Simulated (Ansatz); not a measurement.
Gas-phase reaction in SMILES: [SiH3]N[SiH-]O[SiH3] -> [SiH3][N-][SiH2]O[SiH3]
Each molecule is optimised on its own at B3LYP-D3(BJ)/def2-TZVP (Ansatz, a first-principles code), one conformer each, not searched for the lowest.

Wanted: isomerisation energy (electronic energy difference), in kcal/mol. Valence correlation only, unless marked. Spin-orbit coupling is left out. No relativistic terms. Anions need diffuse functions: aug- sets have them; def2-D sets add few; the other sets have none. CBS(X,Y): correlation extrapolated as X^-3; Hartree-Fock from the larger set. The bracket is a focal-point correction in the basis named.

| level | program | isomerisation energy (kcal/mol) |
|---|---|---|
| BHLYP-D4/def2-TZVPD | Ansatz + dftd4 | -24.6 |
| B2GP-PLYP-D4/def2-TZVPD | Ansatz + dftd4 | -25.1 |
| PBE-QIDH/def2-TZVPD | Ansatz | ___ |
| SCS-MP2/STO-3G | Ansatz | 11.6 |
| SCS-MP2/cc-pVTZ | Ansatz | -23.9 |
| RI-MP2/CBS(aug-cc-pV(T+d)Z,aug-cc-pV(Q+d)Z)+[CCSD(T)-MP2]/aug-cc-pV(T+d)Z | Ansatz | ___ |

Complete the blanks.


- PBE-QIDH/def2-TZVPD, isomerisation energy (kcal/mol): -25.0
- RI-MP2/CBS(aug-cc-pV(T+d)Z,aug-cc-pV(Q+d)Z)+[CCSD(T)-MP2]/aug-cc-pV(T+d)Z, isomerisation energy (kcal/mol): -24.2
